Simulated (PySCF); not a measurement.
H4O4Ti, singlet, geometry from GFN2-xTB (such geometries of metal compounds can be far from the true shape), with bond 9-8 at 1.8 times its length; B3LYP/STO-3G run with PySCF.

PySCF was given this input:
```python
from pyscf import gto, scf, dft

mol = gto.M(
    atom='''
Ti    0.000000    0.000000   -0.000000
O     1.245442   -0.582535   -1.055661
H     2.185943   -0.384121   -1.049071
O     0.701267    0.274956    1.561255
H     0.427849    0.889962    2.247523
O    -0.683229    1.493359   -0.554952
H    -1.413602    1.635366   -1.163509
O    -1.263481   -1.185780    0.049358
H    -1.149559   -2.905548   -0.102383
''',
    basis='sto-3g',
    charge=0,
    spin=0,
    verbose=4,
)

mf = dft.RKS(mol)
mf.xc = 'b3lyp'
mf.kernel()
mo_i, mo_e, stable_i, stable_e = mf.stability(internal=True, external=True, return_status=True, nroots=6, tol=1e-6)
print('internally stable:', stable_i, ' externally stable:', stable_e)
if not stable_e:
    umf = mf.to_uhf() if not hasattr(mf, 'xc') else mf.to_uks()
    umf.scf_summary = {}
    umf.kernel(umf.make_rdm1(mo_e, umf.mo_occ))
mf.analyze()
```

Output, abridged:

```
PySCF version 2.14.0

[INPUT] verbose = 4
[INPUT] num. atoms = 9
[INPUT] num. electrons = 58
[INPUT] charge = 0
[INPUT] spin (= nelec alpha-beta = 2S) = 0
[INPUT] symmetry False subgroup None
[INPUT] Mole.unit = angstrom
[INPUT] Symbol           X                Y                Z      unit          X                Y                Z       unit  Magmom
[...]
nuclear repulsion = 335.508423582366
number of shells = 24
number of NR pGTOs = 126
number of NR cGTOs = 42
basis = sto-3g
ecp = {}

******** <class 'pyscf.dft.rks.RKS'> ********
method = RKS
initial guess = minao
damping factor = 0
level_shift factor = 0
DIIS = <class 'pyscf.scf.diis.CDIIS'>
diis_start_cycle = 1
diis_space = 8
diis_damp = 0
SCF conv_tol = 1e-09
SCF conv_tol_grad = None
SCF max_cycles = 50
direct_scf = True
direct_scf_tol = 1e-13
XC library pyscf.dft.libxc version 7.1.2
    S. Lehtola, C. Steigemann, M. J. T. Oliveira, and M. A. L. Marques,  SoftwareX 7, 1–5 (2018)
XC functionals = b3lyp
    P. J. Stephens, F. J. Devlin, C. F. Chabalowski, and M. J. Frisch,  J. Phys. Chem. 98, 11623 (1994)
radial grids:
    Treutler-Ahlrichs [JCP 102, 346 (1995); DOI:10.1063/1.469408] (M4) radial grids

becke partition: Becke, JCP 88, 2547 (1988); DOI:10.1063/1.454033
pruning grids: <function nwchem_prune>
grids dens level: 3
symmetrized grids: False
atomic radii adjust function: <function treutler_atomic_radii_adjust>
small_rho_cutoff = 0
Set gradient conv threshold to 3.16228e-05
Initial guess from minao.
tot grids = 116464
init E= -1139.32371834115
cycle= 1 E= -1139.36253613349  delta_E= -0.0388  |g|= 1.14  |ddm|= 4.11
cycle= 2 E= -1138.09138193925  delta_E= 1.27  |g|= 2.38  |ddm|= 4.16
cycle= 3 E= -1139.88708883447  delta_E= -1.8  |g|= 0.318  |ddm|= 2.76
cycle= 4 E= -1139.92857510088  delta_E= -0.0415  |g|= 0.115  |ddm|= 0.865
cycle= 5 E= -1139.9345191327  delta_E= -0.00594  |g|= 0.0861  |ddm|= 0.32
cycle= 6 E= -1139.93711753822  delta_E= -0.0026  |g|= 0.0172  |ddm|= 0.113
cycle= 7 E= -1139.93718123465  delta_E= -6.37e-05  |g|= 0.0116  |ddm|= 0.0377
cycle= 8 E= -1139.93723031153  delta_E= -4.91e-05  |g|= 0.00303  |ddm|= 0.0151
cycle= 9 E= -1139.93723369456  delta_E= -3.38e-06  |g|= 0.000418  |ddm|= 0.00514
cycle= 10 E= -1139.93723376046  delta_E= -6.59e-08  |g|= 0.000248  |ddm|= 0.00105
cycle= 11 E= -1139.93723378956  delta_E= -2.91e-08  |g|= 4.64e-05  |ddm|= 0.000479
cycle= 12 E= -1139.93723379033  delta_E= -7.69e-10  |g|= 6.5e-06  |ddm|= 7.77e-05
Extra cycle  E= -1139.9372337903  delta_E= 3.23e-11  |g|= 1.38e-05  |ddm|= 3.06e-05
converged SCF energy = -1139.9372337903
rhf_internal: lowest eigs of H = [0.36048272 0.43157291 0.4723489  0.59173676 0.62155601 0.6724817 ]
<class 'pyscf.dft.rks.RKS'> wavefunction is stable in the internal stability analysis
rhf_real2complex: lowest eigs of H = [0.06285806 0.07620047 0.10995205 0.1342897  0.14588842 0.15485992]
<class 'pyscf.dft.rks.RKS'> wavefunction is stable in the real -> complex stability analysis
rhf_external: lowest eigs of H = [-0.03770906  0.0301449   0.04693663  0.10631342  0.13162703  0.13714114]
<class 'pyscf.dft.rks.RKS'> wavefunction has an RHF/RKS -> UHF/UKS instability
internally stable: True  externally stable: False

******** <class 'pyscf.dft.uks.UKS'> ********
method = UKS
initial guess = minao
damping factor = 0
level_shift factor = 0
DIIS = <class 'pyscf.scf.diis.CDIIS'>
diis_start_cycle = 1
diis_space = 8
diis_damp = 0
SCF conv_tol = 1e-09
SCF conv_tol_grad = None
SCF max_cycles = 50
direct_scf = True
direct_scf_tol = 1e-13
number electrons alpha = 29  beta = 29
XC library pyscf.dft.libxc version 7.1.2
    S. Lehtola, C. Steigemann, M. J. T. Oliveira, and M. A. L. Marques,  SoftwareX 7, 1–5 (2018)
XC functionals = b3lyp
    P. J. Stephens, F. J. Devlin, C. F. Chabalowski, and M. J. Frisch,  J. Phys. Chem. 98, 11623 (1994)
radial grids:
    Treutler-Ahlrichs [JCP 102, 346 (1995); DOI:10.1063/1.469408] (M4) radial grids

becke partition: Becke, JCP 88, 2547 (1988); DOI:10.1063/1.454033
pruning grids: <function nwchem_prune>
grids dens level: 3
symmetrized grids: False
atomic radii adjust function: <function treutler_atomic_radii_adjust>
small_rho_cutoff = 0
Set gradient conv threshold to 3.16228e-05
init E= -1139.77882244697
cycle= 1 E= -1139.4793994779  delta_E= 0.299  |g|= 0.738  |ddm|= 1.66
cycle= 2 E= -1139.11745330329  delta_E= 0.362  |g|= 0.787  |ddm|= 2.18
cycle= 3 E= -1139.91291900285  delta_E= -0.795  |g|= 0.188  |ddm|= 1.58
cycle= 4 E= -1139.89468586709  delta_E= 0.0182  |g|= 0.228  |ddm|= 0.434
cycle= 5 E= -1139.92473289233  delta_E= -0.03  |g|= 0.127  |ddm|= 0.164
cycle= 6 E= -1139.93222149783  delta_E= -0.00749  |g|= 0.0834  |ddm|= 0.0682
cycle= 7 E= -1139.93729274124  delta_E= -0.00507  |g|= 0.0101  |ddm|= 0.0988
cycle= 8 E= -1139.9373976257  delta_E= -0.000105  |g|= 0.00586  |ddm|= 0.0163
cycle= 9 E= -1139.93745517855  delta_E= -5.76e-05  |g|= 0.00509  |ddm|= 0.0131
cycle= 10 E= -1139.93738810534  delta_E= 6.71e-05  |g|= 0.00356  |ddm|= 0.0209
cycle= 11 E= -1139.93723147343  delta_E= 0.000157  |g|= 0.000947  |ddm|= 0.084
cycle= 12 E= -1139.93723153499  delta_E= -6.16e-08  |g|= 0.000717  |ddm|= 0.0132
cycle= 13 E= -1139.93723242183  delta_E= -8.87e-07  |g|= 0.000294  |ddm|= 0.00282
cycle= 14 E= -1139.93723327857  delta_E= -8.57e-07  |g|= 0.000182  |ddm|= 0.00322
cycle= 15 E= -1139.93723373189  delta_E= -4.53e-07  |g|= 0.00011  |ddm|= 0.00341
cycle= 16 E= -1139.93723378985  delta_E= -5.8e-08  |g|= 2.72e-05  |ddm|= 0.00165
cycle= 17 E= -1139.93723379018  delta_E= -3.27e-10  |g|= 1.35e-05  |ddm|= 0.000253
Extra cycle  E= -1139.93723379007  delta_E= 1.09e-10  |g|= 2.07e-05  |ddm|= 4.5e-05
converged SCF energy = -1139.93723379007  <S^2> = 3.9804995e-09  2S+1 = 1
**** SCF Summaries ****
Total Energy =                       -1139.937233790298706
Nuclear Repulsion Energy =             335.508423582365708
One-electron Energy =                -2234.796125597060836
Two-electron Energy =                  759.350468224396309
Two-electron Coulomb Energy =          837.208345135356126
DFT Exchange-Correlation Energy =      -77.857876910959874
**** MO energy ****
[...]
 ** Mulliken pop on meta-lowdin orthogonal AOs  **
 ** Mulliken pop  **
 ** Mulliken atomic charges  **
charge of    0Ti =      0.77229
charge of    1O =     -0.34668
charge of    2H =      0.16472
charge of    3O =     -0.36035
charge of    4H =      0.16284
charge of    5O =     -0.35969
charge of    6H =      0.16438
charge of    7O =     -0.26800
charge of    8H =      0.07048
Dipole moment(X, Y, Z, Debye):  0.12781,  0.42113, -0.06580
```
